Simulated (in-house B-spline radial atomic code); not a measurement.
## Solving the quasi-particle equation for 6s up of the ytterbium ion Yb⁺

Configuration [Xe] 4f14 6s1, highest spin, start HSE06; correlation leaves out the 6 deepest shells. Computed with a B-spline radial code for spherical atoms: all electrons, scalar-relativistic (spin-free one-electron X2C), finite nucleus, each spin shell either full or empty, empty states to l = 9 with an (l + 1/2)⁻⁴ tail; G0W0 by contour deformation at full frequency.

RPA overbinds a lone outer s electron by self-correlation, and G0W0 tends to as well.

At the mean-field level ε = -9.83 eV the matrix elements are Σx = -8.924 eV, v_xc = -7.363 eV and Σc(ε) = -1.412 eV, and the slope of the correlation self-energy is dΣc/dω = -0.0894. The quasi-particle energy solves E = ε + Σx − v_xc + Σc(E).

Task: What does the linearised equation give?

Result: Z = 1/(1 − dΣc/dω) = 1/1.0894 = 0.9179. The first-order shift is Σx − v_xc + Σc(ε) = -8.924 − (-7.363) + (-1.412) = -2.973 eV, so E ≈ ε + Z × shift = -9.83 + 0.9179 × (-2.973) = -12.559 eV.

Task: How does that compare with the full solution and with static screening?

Result: Solving the equation at full frequency dependence gives E = -12.571 eV, where Σc = -1.180 eV and the weight is 0.919; the linearised value is off by 12 meV. Leaving Z out would give -12.803 eV. Static COHSEX puts -2.552 eV in place of Σc and gives -13.943 eV, 1.37 eV deeper. The tabulated removal energy is 12.179 eV (NIST, measured); the run leaves out spin-orbit coupling, Breit and QED terms.
